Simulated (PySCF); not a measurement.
C2H3AlClF, SMILES C=[CH][Al]([F])[Cl].

Geometry: PBE-D3(BJ)/def2-SVP. The structure was generated by enumeration; whether it is a known compound was not checked. Other conformers were not sampled.

Computed with TDA-PBE/def2-SVPD (PySCF).

Vertical excitations.  State labels are in the subgroup Cs.

### Question
List the lowest excited states. (An estimate is asked for; the answer gives what the named calculation found.)

### Answer

```json
[
 {"state": "S1", "symmetry": "A\"", "energy (eV)": "5.43", "λ (nm)": "228", "f": "0.004", "main pairs": "HOMO−1→LUMO 78 %, HOMO−2→LUMO 21 %"},
 {"state": "S2", "symmetry": "A\"", "energy (eV)": "5.60", "λ (nm)": "221", "f": "0.002", "main pairs": "HOMO−2→LUMO 79 %, HOMO−1→LUMO 20 %"},
 {"state": "S3", "symmetry": "A'", "energy (eV)": "5.79", "λ (nm)": "214", "f": "0.027", "main pairs": "HOMO−3→LUMO 78 %, HOMO→LUMO 17 %"},
 {"state": "S4", "symmetry": "A\"", "energy (eV)": "5.94", "λ (nm)": "209", "f": "0.008", "main pairs": "HOMO→LUMO+1 99 %"},
 {"state": "S5", "symmetry": "A'", "energy (eV)": "6.26", "λ (nm)": "198", "f": "0.061", "main pairs": "HOMO→LUMO 42 %, HOMO→LUMO+2 26 %, HOMO−3→LUMO 16 %, HOMO−1→LUMO+1 14 %"},
 {"state": "S6", "symmetry": "A'", "energy (eV)": "6.59", "λ (nm)": "188", "f": "0.240", "main pairs": "HOMO−1→LUMO+1 55 %, HOMO−2→LUMO+1 30 %, HOMO→LUMO 9 %"},
 {"state": "S7", "symmetry": "A'", "energy (eV)": "6.64", "λ (nm)": "187", "f": "0.089", "main pairs": "HOMO−2→LUMO+1 68 %, HOMO−1→LUMO+1 25 %"},
 {"state": "S8", "symmetry": "A\"", "energy (eV)": "6.81", "λ (nm)": "182", "f": "0.048", "main pairs": "HOMO−3→LUMO+1 95 %"},
 {"state": "S9", "symmetry": "A\"", "energy (eV)": "6.96", "λ (nm)": "178", "f": "0.007", "main pairs": "HOMO−4→LUMO 95 %"},
 {"state": "S10", "symmetry": "A\"", "energy (eV)": "7.35", "λ (nm)": "169", "f": "0.006", "main pairs": "HOMO−1→LUMO+2 99 %"},
 {"state": "T1", "symmetry": "A'", "energy (eV)": "4.04", "λ (nm)": "307", "f": "0", "main pairs": "HOMO→LUMO 95 %"},
 {"state": "T2", "symmetry": "A\"", "energy (eV)": "4.87", "λ (nm)": "255", "f": "0", "main pairs": "HOMO−1→LUMO 98 %"},
 {"state": "T3", "symmetry": "A\"", "energy (eV)": "5.49", "λ (nm)": "226", "f": "0", "main pairs": "HOMO−2→LUMO 98 %"},
 {"state": "T4", "symmetry": "A'", "energy (eV)": "5.61", "λ (nm)": "221", "f": "0", "main pairs": "HOMO−3→LUMO 97 %"}
]
```
Triplets are in the Tamm–Dancoff approximation.
